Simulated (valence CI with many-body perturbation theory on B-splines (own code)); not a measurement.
## Hf⁶⁷⁺ in brief

Calculated by relativistic CI+MBPT: three valence electrons over a frozen Dirac-Fock core [He], radial functions for each j: 11 s, 11 p, 10 d, 8 f, 5 g, 2 h, with the one-electron correlation potential Σ1 (screened to all orders), the two-electron term Σ2, the three-electron term Σ3, Breit, model QED; selected single and double excitations, second order for the rest, scaled by the run's own slope (own B-spline code, finite nucleus).

The last digits are not significant, and no measured levels were compared; by estimate large intervals hold to a few tenths of a per cent, small ones and those within an open d or f shell to about a per cent.

Levels are named by their leading jj configuration (3d3/2^4 stands for four electrons in 3d with j = 3/2), which in mixed levels can hold well under half, so a name can repeat and another be missing.

Rates and lifetimes use the calculated energies. Strong lines usually hold to 10 to 20 %, long lifetimes can be off by a factor of two.

Q: What is the ground level?

A: (2s^2 2p1/2) J=1/2, composition 100 % 2s2 2p 2P°, g = 0.618.

Q: What is the ionisation energy?

A: 17671 eV; NIST lists 17680 ± 40 eV (theoretical).

Q: How well does LS coupling describe the low levels?

A: Among the lowest 20 levels the leading LS term, summed over configurations, holds 76 % on average. For single configurations the figures are 75 % in LS and 99 % in jj coupling. Terms mix most in the J = 3/2 level at 1854 eV, where the leading one holds 49 %.

Q: Among levels below 14445 eV, which E1 lines absorb most strongly from the ground level?

A: to (2s^2 3d3/2) J=3/2 at 0.1181 nm, f = 0.559; to (2s 2p1/2 3p1/2) J=3/2 at 0.1210 nm, f = 0.200; to (2s 2p1/2 2p3/2) J=3/2 at 0.7822 nm, f = 0.163.

Q: Name the longest-lived excited levels whose lifetime is computed, and their main decay.

A: (2s 2p1/2 2p3/2) J=5/2 at 1513 eV lives 122 ps, mostly by E1 to (2s^2 2p3/2) J=3/2; (2s 2p1/2^2) J=1/2 at 259 eV lives 43.3 ps, mostly by E1 to (2s^2 2p1/2) J=1/2.
